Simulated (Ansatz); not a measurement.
Basis sets compared for Al(phosphinine)H3 (C5H8AlP). The state is a singlet with charge 0. Geometry PBE-D4/def2-SVP. Ansatz on 4 threads of Intel Xeon on a shared host; times are rough, and most runs start from earlier orbitals.

```xyz
15

Al   -3.025    0.086    1.189
P    -0.692    0.051    0.273
C     0.764   -0.415    1.095
C     2.017   -0.433    0.471
C     2.222   -0.081   -0.875
C     1.184    0.329   -1.730
C    -0.155    0.427   -1.335
H     0.677   -0.700    2.156
H     2.892   -0.740    1.067
H     3.245   -0.126   -1.278
H     1.439    0.590   -2.771
H    -0.917    0.760   -2.058
H    -3.568    1.312    0.294
H    -2.605    0.349    2.723
H    -3.477   -1.407    0.776
```

Binding counts from free atoms (Al doublet, P quartet, C triplet, H doublet) in the same basis, without a counterpoise term.

```tsv
level	functions	energy (Eh)	HOMO (eV)	LUMO (eV)	binding per atom (eV)	wall time
PBE-D4/def2-SVP	146	-778.2287	-6.23	-3.08	4.27	3.4 s
PBE0-D4/def2-SVP	146	-778.3031	-7.37	-2.36	4.19	4.7 s
```

(1) Estimate the rows for PBE-D4/def2-TZVP, PBE0-D4/def2-TZVP.

Results:

(1) 
```json
{"level": "PBE-D4/def2-TZVP", "functions": "277", "energy (Eh)": "-778.6401", "HOMO (eV)": "-6.28", "LUMO (eV)": "-3.12", "binding per atom (eV)": "4.23", "wall time": "7.5 s"}
{"level": "PBE0-D4/def2-TZVP", "functions": "277", "energy (Eh)": "-778.7092", "HOMO (eV)": "-7.39", "LUMO (eV)": "-2.38", "binding per atom (eV)": "4.15", "wall time": "13 s"}
```
